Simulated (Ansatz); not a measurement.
CH4N (SMILES C[NH]), charge 0, multiplicity 2, relaxed at each level with Ansatz (a first-principles code); harmonic frequencies from differences of analytic forces, average atomic masses, frozen cores. Open shells are unrestricted.

Give the equilibrium geometry, the harmonic frequencies and the zero-point energy at PBE0/def2-TZVPP.


(charge 0, multiplicity 2):
```xyz
6

C     -0.595     0.143     0.117
N      0.723    -0.290    -0.227
H     -0.746     0.150     1.207
H     -1.346    -0.507    -0.334
H     -0.780     1.176    -0.214
H      1.377     0.356     0.225
```
Frequencies (cm⁻¹): 253, 946, 1008, 1076, 1332, 1387, 1470, 1479, 2971, 3014, 3113, 3434. Zero-point energy 30.71 kcal/mol.

Give the equilibrium geometry, the harmonic frequencies and the zero-point energy at CCSD(T)/cc-pVDZ.


(charge 0, multiplicity 2):
```xyz
6

C     -0.599     0.145     0.119
N      0.740    -0.306    -0.238
H     -0.747     0.145     1.222
H     -1.360    -0.512    -0.338
H     -0.781     1.189    -0.222
H      1.380     0.366     0.232
```
Frequencies (cm⁻¹): 277, 949, 1003, 1054, 1350, 1394, 1478, 1479, 2982, 3041, 3125, 3347. Zero-point energy 30.70 kcal/mol.
